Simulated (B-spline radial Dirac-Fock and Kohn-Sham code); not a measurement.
**Two-hole binding energies of Ru**

System: the free ruthenium atom, [Kr] 4d7 5s1.

Calculated with an atomic code on a B-spline grid, using relaxed Dirac-Fock hole states (ΔSCF) with Breit and QED corrections and a finite nucleus. U is the two-hole binding energy less the two single-hole energies, the effective repulsion of the holes after relaxation. Each two-hole energy is an average over J within one jj subconfiguration.

| holes | E(a) (eV) | E(b) (eV) | E(ab) (eV) | U (eV) |
| --- | --- | --- | --- | --- |
| 1s⁻¹ 2p1/2⁻¹ | 22125.4 | 2976.6 | 25286.0 | 184.0 |
| 1s⁻¹ 2p3/2⁻¹ | 22125.4 | 2847.6 | 25145.1 | 172.1 |
| 1s⁻¹ 3p1/2⁻¹ | 22125.4 | 494.5 | 22670.7 | 50.8 |
| 2s⁻¹ 2p1/2⁻¹ | 3238.8 | 2976.6 | 6313.1 | 97.7 |
| 2p1/2⁻² | 2976.6 | 2976.6 | 6084.7 | 131.5 |
| 2p1/2⁻¹ 2p3/2⁻¹ | 2976.6 | 2847.6 | 5942.7 | 118.5 |
| 2p1/2⁻¹ 3s⁻¹ | 2976.6 | 596.7 | ? | ? |
| 2s⁻¹ 3d5/2⁻¹ | 3238.8 | 287.8 | 3570.5 | 43.9 |
| 2p3/2⁻¹ 3s⁻¹ | 2847.6 | 596.7 | 3486.0 | 41.7 |
| 2p1/2⁻¹ 3d5/2⁻¹ | 2976.6 | 287.8 | 3309.2 | 44.8 |
| 2p3/2⁻¹ 3d5/2⁻¹ | 2847.6 | 287.8 | 3178.7 | 43.3 |
| 3p1/2⁻² | 494.5 | 494.5 | 1024.4 | 35.4 |
| 3p1/2⁻¹ 3p3/2⁻¹ | 494.5 | 472.0 | 998.3 | 31.8 |
| 3p3/2⁻² | 472.0 | 472.0 | 976.5 | 32.4 |

Problem. Give the missing two-hole energy and U.

Solution. E(ab) = 3615.1 eV and U = 41.9 eV.
